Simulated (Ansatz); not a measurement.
`[Cl][Hf]([Cl])([I])[I]` + H₂O → `[OH][Hf]([Cl])([Cl])[I]` + HI at 700 K and 1 bar (formal hydrolysis of the Hf–I bond).

Isolated molecules relaxed with PBE0-D4/def2-TZVP in Ansatz; ΔE leaves out vibrations. CBS: MP2 limit from def2 TZ/QZ plus the TZ coupled-cluster correction, frozen cores. This one scheme is used for every species. def2 core potentials past Kr. For Hf, I outer-core shells are correlated without core-valence functions, which leaves a few kJ/mol of doubt a bond. One conformer a species, not always the lowest.

```
                  species  CCSD(T)/CBS energy (Eh)  H − E (kJ/mol)  S (J/(mol·K))
 `[Cl][Hf]([Cl])([I])[I]`              -1562.63096            76.5          518.5
                      H₂O                -76.37941            80.5          218.4
`[OH][Hf]([Cl])([Cl])[I]`              -1340.96956           113.4          519.3
                       HI               -298.03592            34.6          231.7
```

H − E and S are ideal-gas, rigid-rotor, harmonic terms from PBE0-D4/def2-TZVP, for one conformer and one mirror image of each species. 1 Eh = 2625.50 kJ/mol, R = 8.31446 J/(mol·K).

By hand: ΔE, ΔH, ΔS and ΔG.

ΔE = (-1340.96956) + (-298.03592) − (-1562.63096) − (-76.37941) = 0.00489 Eh = 12.8 kJ/mol. Δ(H − E) = 113.4 + 34.6 − 76.5 − 80.5 = -9.0, so ΔH = 3.8 kJ/mol. ΔS = 519.3 + 231.7 − 518.5 − 218.4 = 14.1 J/(mol·K). ΔG = 3.8 − 700 × (14.1)/1000 = -6.1 kJ/mol.

By hand: the equilibrium constant, and the temperature at which ΔG would vanish if ΔH and ΔS stayed fixed.

log₁₀ K = −ΔG/(RT ln 10) = 0.5. ΔG = 0 at ΔH/ΔS = 270 K, though so small a ΔH makes that figure unsure.

TΔS isn't small against ΔH here. A doubt of 5 kJ/mol in ΔE shifts log₁₀ K by 0.4 here. Other conformers and mirror images would add mixing entropy, several J/(mol·K) or more a flexible species. Modes under 60 cm⁻¹, often nearly free rotors, make the harmonic entropy too high. These are equilibria of isolated gas molecules and say nothing of rates. Largest T1 diagnostic: 0.013 (customary marks: 0.02 for closed shells, 0.045 for open ones).
